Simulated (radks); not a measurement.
Results of a calculation; reference values are marked as such.
Question: Radial electron density D(r) = 4 pi r^2 rho(r) of an atom or ion with 53 electrons. Code: a radial shooting solver on a logarithmic mesh with Libxc functionals. Model: scalar-relativistic Kohn-Sham, B86b exchange with PBE correlation, spin-unpolarised, spherical densities, finite nucleus; Fermi nuclear charge, rms radius of each element as measured or else 0.836 A^(1/3) + 0.57 fm.

r (bohr),D(r) (e/bohr)
0.00091,1.914
0.001059,2.487
0.001233,3.223
0.001436,4.164
0.001671,5.360
0.001946,6.870
0.002265,8.761
0.002616,10.97
0.003046,13.82
0.003545,17.28
0.004128,21.41
0.004805,26.24
0.005594,31.78
0.006512,37.95
0.007581,44.59
0.008826,51.41
0.01027,58.01
0.01196,63.88
0.01392,68.46
0.01608,71.12
0.01872,71.85
0.02179,70.51
0.02537,67.69
0.02954,64.58
0.03439,62.81
0.04003,63.95
0.0466,68.86
0.05425,76.96
0.06316,85.94
0.07353,92.35
0.0856,93.03
0.09965,87.16
0.1151,77.94
0.134,69.44
0.156,67.09
0.1816,71.62
0.2114,78.02
0.2461,78.49
0.2865,68.55
0.3335,51.24
0.3883,35.12
0.452,27.31
0.5262,27.86
0.6126,30.69
0.7131,29.79
0.8236,24.44
0.9588,17.06
1.116,11.28
1.299,8.218
1.513,6.855
1.761,5.763
2.05,4.317
2.387,2.724
2.779,1.420
3.235,0.6098
3.766,0.2185
4.384,0.06768
5.063,0.02087
5.894,0.006026
6.861,0.001685
7.988,0.0004061

What is the nuclear charge?

Answer: Z = 55. The innermost maximum, from 1s, lies near gamma/Z bohr with gamma = sqrt(1 - (Z/c)^2) = 0.916, here 0.0167 bohr (found: 0.0183), and its height grows with Z. The density is that of the caesium ion Cs2+ in [Kr] 4d9 5s2 5p5 4f1; the configuration itself is not fixed sharply by these data, and Z only to a few units. D(r) has 4 maxima, at r = 0.0183, 0.0809, 0.231, 0.643 bohr, and minima at 0.0352, 0.151, 0.478 bohr, inside which lie 1.97, 11.13, 28.99 electrons.
